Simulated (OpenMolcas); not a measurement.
5d⁷ along the 75-electron sequence

| Property | Result |
| --- | --- |
| Program | OpenMolcas |
| Method | CASSCF |
| Basis | ANO-R3 |
| Scalar Hamiltonian | X2C, finite nucleus |
| Spin-orbit coupling | state interaction with AMFI integrals over the reference wave functions, term energies averaged over their components |

Active space for each ion: 7 electrons in 5 orbitals (5d).

Computed levels in cm-1 above ⁴F_9/2:

```csv
Level,Ir2+,Pt3+,Au4+
⁴F_7/2,7606,9624,11859
⁴F_5/2,10125,12143,14092
⁴P_5/2,17376,20048,22889
²G_9/2,17830,20579,23406
⁴P_1/2,20844,24087,27404
²H_11/2,23856,27398,30974
²G_7/2,24143,28215,32372
²D_5/2(1),27987,32734,37723
²P_1/2,31807,37477,43402
weight of ⁴F in the lowest level (%),88,86,84
```

Mixed levels, with the weight of the term that names them: Ir2+ ²G_9/2 (64 %), Ir2+ ⁴P_1/2 (70 %), Ir2+ ²P_1/2 (70 %), Pt3+ ⁴F_5/2 (72 %), Pt3+ ²G_9/2 (61 %), Pt3+ ⁴P_1/2 (68 %), Pt3+ ²P_1/2 (68 %), Au4+ ⁴F_5/2 (64 %), Au4+ ²G_9/2 (58 %), Au4+ ⁴P_1/2 (67 %), Au4+ ²D_5/2(1) (72 %), Au4+ ²P_1/2 (67 %).

The fine-structure level ⁴F_5/2 changes by a factor of 1.39 from Ir2+ to Au4+. Its fourth root runs 10.03, 10.50, 10.90, with steps per unit of Z of 0.47, 0.40; equal steps would mean a (Z - σ)^4 law with constant σ.

⁴P_5/2 changes by a factor of 1.32 over the same range, with steps per unit of Z of +2670, +2840 cm-1.

Without dynamic correlation excited terms often stand tens of per cent too high (terms of higher spin than the ground term too low), and those without a measured partner can miss by more than the paired ones. Configurations with an s electron lie low in 5d ions of this charge, fall among these levels and mix in, so low-spin terms can stand far too high, up to twice their true height, and weights are not those of the real levels (holds for Ir2+). Only configurations of the active space appear.

A number in round brackets counts repeated terms of one configuration in the order of the reference energies.
